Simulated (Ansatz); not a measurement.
Born–Oppenheimer molecular dynamics of BClH₃NO (7 atoms, charge 0, multiplicity 1). It starts from a relaxed structure.

Level of theory: RKS PBE-D4/def2-SVP (Ansatz 0.2.0).

* ensemble: NVT, Langevin thermostat
* time step: 1 fs
* steps asked: 300
* set temperature: 1000 K
* friction: 0.5 /fs
* seed: 180153

First frame:

```xyz
7
Properties=species:S:1:pos:R:3
B 0.050 -0.003 -0.009
O 0.004 -0.479 1.275
H -0.892 -0.416 1.647
N 1.255 -0.004 -0.733
H 2.122 -0.355 -0.329
H 1.330 0.341 -1.687
Cl -1.444 0.635 -0.793
```

Question: How far do the bonds stretch over the last three quarters of this one trajectory? (Pairs bonded in most of those frames.)

Answer: 
| bond | mean (Å) | spread (Å) | shortest | longest |
| --- | --- | --- | --- | --- |
| B1–O2 | 1.398 | 0.044 | 1.31 | 1.49 |
| B1–N4 | 1.466 | 0.073 | 1.32 | 1.61 |
| B1–Cl7 | 1.884 | 0.053 | 1.78 | 2.00 |
| O2–H3 | 0.977 | 0.039 | 0.88 | 1.08 |
| N4–H5 | 1.029 | 0.040 | 0.92 | 1.15 |
| N4–H6 | 1.033 | 0.046 | 0.91 | 1.15 |

Mean temperature of the second half: 999 K. A run of 0.3 ps of so small a system gives no equilibrium averages. The friction is so strong that the motion is overdamped, so the time scale means little.

Time of the run: 4.4 min on 1 thread of Intel(R) Xeon(R) 6975P-C (Granite Rapids) (shared host), peak memory 0.17 GiB.
